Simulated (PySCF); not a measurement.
Isomers of C5H13NSi3, mass 171.036 u with the commonest isotopes. Computed with PBE0/pcSseg-1 in PySCF (dipole) on a GFN2-xTB geometry, gas phase. One conformer each, none proved a minimum here; rigid rotors.

Question: Order these by rotational constant A, smallest first.
A. `[N:1]#[C:2][C@H:3]1[CH2:4][C@@H:5]([SiH2:6][SiH2:7][SiH3:8])[CH2:9]1` with C4–C5–Si6–Si7 163°, C5–Si6–Si7–Si8 161°, C2–C3–C4–C5 105°, C3–C4–C5–Si6 -107°, C4–C5–C9–C3 -10°, C2–C3–C9–C5 -105°
B. `[CH2:1]=[C:2]([CH2:3][C:4]#[N:5])[SiH2:6][CH:7]([SiH3:8])[SiH3:9]` with C1–C2–C3–C4 -114°, C1–C2–Si6–C7 95°, C2–Si6–C7–Si8 -55°
C. `[CH3:1][C:2]1=[CH:3][Si@H:4]([N:5]([SiH3:6])[SiH3:7])[CH:8]=[CH:9]1` with C3–Si4–N5–Si6 36°
D. `[CH3:1][CH2:2][Si@@H:3]1[CH2:4][SiH2:5][C@H:6]1[SiH2:7][C:8]#[N:9]` with C1–C2–Si3–C4 169°, Si5–C6–Si7–C8 57°
E. `[CH3:1][C:2]1=[CH:3][CH:4]=[CH:5][Si@H:6]1[N:7]([SiH3:8])[SiH3:9]` with C5–Si6–N7–Si8 -164°

Answer: D (1207 MHz), B (1269 MHz), E (1425 MHz), C (1695 MHz), A (2093 MHz).

Question: Order these by radius of gyration √(Σ m r²/M), smallest first.
A. `[CH2:1]=[C:2]([CH2:3][C:4]#[N:5])[SiH2:6][CH:7]([SiH3:8])[SiH3:9]` with C1–C2–C3–C4 -114°, C1–C2–Si6–C7 95°, C2–Si6–C7–Si8 -55°
B. `[CH3:1][C:2]1=[CH:3][CH:4]=[CH:5][Si@H:6]1[N:7]([SiH3:8])[SiH3:9]` with C5–Si6–N7–Si8 -164°
C. `[N:1]#[C:2][C@H:3]1[CH2:4][C@@H:5]([SiH2:6][SiH2:7][SiH3:8])[CH2:9]1` with C4–C5–Si6–Si7 163°, C5–Si6–Si7–Si8 161°, C2–C3–C4–C5 105°, C3–C4–C5–Si6 -107°, C4–C5–C9–C3 -10°, C2–C3–C9–C5 -105°
D. `[CH3:1][CH2:2][Si@@H:3]1[CH2:4][SiH2:5][C@H:6]1[SiH2:7][C:8]#[N:9]` with C1–C2–Si3–C4 169°, Si5–C6–Si7–C8 57°

Answer: B (2.307 Å), D (2.432 Å), A (2.460 Å), C (2.886 Å).

Question: Order these by dipole moment, largest first.
A. `[CH3:1][C:2]1=[CH:3][CH:4]=[CH:5][Si@H:6]1[N:7]([SiH3:8])[SiH3:9]` with C5–Si6–N7–Si8 -164°
B. `[CH3:1][C:2]1=[CH:3][Si@H:4]([N:5]([SiH3:6])[SiH3:7])[CH:8]=[CH:9]1` with C3–Si4–N5–Si6 36°
C. `[CH2:1]=[C:2]([CH2:3][C:4]#[N:5])[SiH2:6][CH:7]([SiH3:8])[SiH3:9]` with C1–C2–C3–C4 -114°, C1–C2–Si6–C7 95°, C2–Si6–C7–Si8 -55°
D. `[CH3:1][CH2:2][Si@@H:3]1[CH2:4][SiH2:5][C@H:6]1[SiH2:7][C:8]#[N:9]` with C1–C2–Si3–C4 169°, Si5–C6–Si7–C8 57°
E. `[N:1]#[C:2][C@H:3]1[CH2:4][C@@H:5]([SiH2:6][SiH2:7][SiH3:8])[CH2:9]1` with C4–C5–Si6–Si7 163°, C5–Si6–Si7–Si8 161°, C2–C3–C4–C5 105°, C3–C4–C5–Si6 -107°, C4–C5–C9–C3 -10°, C2–C3–C9–C5 -105°

Answer: D (4.42 D), E (4.18 D), C (3.32 D), B (1.04 D), A (0.52 D).

| SMILES | point group | Ia (u·Å²) | Ib (u·Å²) | Ic (u·Å²) | κ | μa (D) | μb (D) | μc (D) |
| --- | --- | --- | --- | --- | --- | --- | --- | --- |
| CC[Si@@H]1C[SiH2][C@H]1[SiH2]C#N | C1 | 418.67 | 729.70 | 875.21 | -0.63 | 3.50 | 0.23 | 2.69 |
| CC1=CC=C[Si@H]1N([SiH3])[SiH3] | C1 | 354.59 | 664.07 | 801.98 | -0.67 | 0.16 | 0.26 | 0.42 |
| N#C[C@H]1C[C@@H]([SiH2][SiH2][SiH3])C1 | C1 | 241.51 | 1268.72 | 1339.57 | -0.98 | 0.16 | 4.11 | 0.76 |
| C=C(CC#N)[SiH2]C([SiH3])[SiH3] | C1 | 398.15 | 821.07 | 850.07 | -0.94 | 1.73 | 2.46 | 1.40 |
| CC1=C[Si@H](N([SiH3])[SiH3])C=C1 | C1 | 298.08 | 788.98 | 977.21 | -0.79 | 0.86 | 0.02 | 0.60 |
